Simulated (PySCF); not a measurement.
# Gas-phase thermal properties of SiHBr3

Computed with PySCF (xtb for GFN2) and rigid-rotor harmonic-oscillator thermochemistry at 1 bar. The comparison is the NASA 1993 polynomial table, which mixes measured and estimated data. 6-31G* has spherical d functions here. All species are closed-shell singlets. B3LYP is the form with VWN-RPA correlation. Br: all electrons, no relativistic terms. The harmonic model lacks anharmonicity and excited electronic states, which grow with temperature; levels with a mode under 35 cm⁻¹ are left out. Soft modes under 120 cm⁻¹ make the harmonic entropy rough for SiHBr3. The table's entry may be an old estimate for SiHBr3 (not checked at source).

| level | point group | σ | ZPE (kJ/mol) | S°298 (J/mol/K) | Cp298 (J/mol/K) | S°1000 (J/mol/K) | H1000 − H298 (kJ/mol) |
|---|---|---|---|---|---|---|---|
| table | - | - | - | 348.1 | 80.4 | 459.6 | 66.1 |
| B3LYP/6-31G* | C3v | 3 | 33.1 | 351.0 | 80.8 | 462.6 | 66.1 |
| GFN2-xTB | C3v | 3 | 31.7 | 356.7 | 83.4 | 470.0 | 66.9 |
| HF/6-31G* | C3v | 3 | 36.0 | 346.5 | 78.7 | 456.4 | 65.1 |
| PBE/def2-SVP | C3v | 3 | 31.9 | 352.4 | 81.5 | 464.7 | 66.5 |
| PBE0/def2-TZVP | C3v | 3 | 33.0 | 350.2 | 80.7 | 461.8 | 66.1 |
σ: rotational symmetry number. Electronic degeneracy used: 1. Frequencies are unscaled.
